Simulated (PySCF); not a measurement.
This PySCF input asks for the NMR shieldings of SMILES CC#[N+][Al-]([CH3])([CH3])[Cl], C4H9AlClN; the geometry comes from GFN2-xTB.

```python
import basis_set_exchange as bse
import numpy as np
from pyscf import gto, dft
from pyscf.prop import nmr

atoms = """
C     3.272990   -0.305302   -0.127904
C     1.859641   -0.163504   -0.234618
N     0.722697   -0.050785   -0.322063
Al   -1.140467    0.078965    0.543544
C    -1.947158   -1.567897   -0.251549
C    -1.612646    1.926966   -0.056131
Cl   -0.515745   -0.096326    2.507061
H     3.537828   -0.386409    0.926470
H     3.766075    0.565645   -0.558873
H     3.594691   -1.203920   -0.653893
H    -2.002909   -1.522500   -1.341745
H    -2.972955   -1.728161    0.095975
H    -1.403700   -2.485754   -0.002333
H    -1.664707    2.018692   -1.143640
H    -2.593182    2.238116    0.318696
H    -0.908052    2.691118    0.289592
"""
names = dict.fromkeys(["C", "N", "Al", "Cl", "H"], "pcSseg-1")
basis = {el: gto.basis.parse(bse.get_basis(n, elements=[el], fmt="nwchem")) for el, n in names.items()}
mol = gto.M(atom=atoms, basis=basis, charge=0, verbose=0)
mf = dft.RKS(mol, xc="PBE0")
mf.grids.level = 2
mf.grids.alignment = dft.numint.BLKSIZE   # the property module wants whole blocks of grid points
mf.conv_tol = 1e-9
mf.kernel()

calc = nmr.RKS(mf)   # GIAO
C = mf.mo_coeff
Co = C[:, mf.mo_occ > 0]
resp = mf.gen_response(singlet=True, hermi=2)
def vind(x):   # induced exchange potential for any number of trial vectors
    d = np.einsum("pi,xij,qj->xpq", C, 2 * x.reshape(-1, C.shape[1], Co.shape[1]), Co, optimize=True)
    return np.einsum("xpq,pi,qj->xij", resp(d - d.transpose(0, 2, 1)), C, Co, optimize=True).ravel()
mo1, _ = nmr.rhf.solve_mo1(calc, with_cphf=vind)
sigma = calc.kernel(mo1)
for i, s in enumerate(sigma):   # ppm
    w = np.linalg.eigvalsh((s + s.T) / 2)
    print("%2d %-2s iso %8.1f  s11 %8.1f  s22 %8.1f  s33 %8.1f" % (i, mol.atom_pure_symbol(i), w.mean(), *w))
```

Question: Give the expected output.

Answer: 
```
 0 C  iso    186.0  s11    177.0  s22    178.4  s33    202.7
 1 C  iso     55.7  s11    -52.6  s22    -45.9  s33    265.5
 2 N  iso     16.7  s11   -139.8  s22   -133.9  s33    323.8
 3 Al iso    406.9  s11    342.1  s22    405.7  s33    472.9
 4 C  iso    194.8  s11    190.5  s22    195.2  s33    198.7
 5 C  iso    194.9  s11    190.6  s22    195.3  s33    198.7
 6 Cl iso    959.8  s11    869.3  s22    978.1  s33   1031.9
 7 H  iso     29.3  s11     24.1  s22     28.0  s33     35.6
 8 H  iso     29.4  s11     24.3  s22     27.1  s33     36.8
 9 H  iso     29.4  s11     24.3  s22     27.1  s33     36.8
10 H  iso     32.5  s11     28.2  s22     29.6  s33     39.7
11 H  iso     32.2  s11     27.9  s22     29.0  s33     39.7
12 H  iso     32.2  s11     28.0  s22     30.0  s33     38.6
13 H  iso     32.5  s11     28.2  s22     29.6  s33     39.7
14 H  iso     32.2  s11     27.9  s22     29.0  s33     39.7
15 H  iso     32.2  s11     28.0  s22     30.0  s33     38.6
```

These numbers come from an equivalent density-fitted implementation of the same equations, which agrees with the script to about 0.01 ppm for H and up to a few tenths of a ppm for heavy atoms, so last digits may differ.

Size and cost of the density-fitted run: 178 basis functions, 65 s wall time on 1 thread of an Arm Neoverse N1, shared host; peak memory 0.81 GiB.
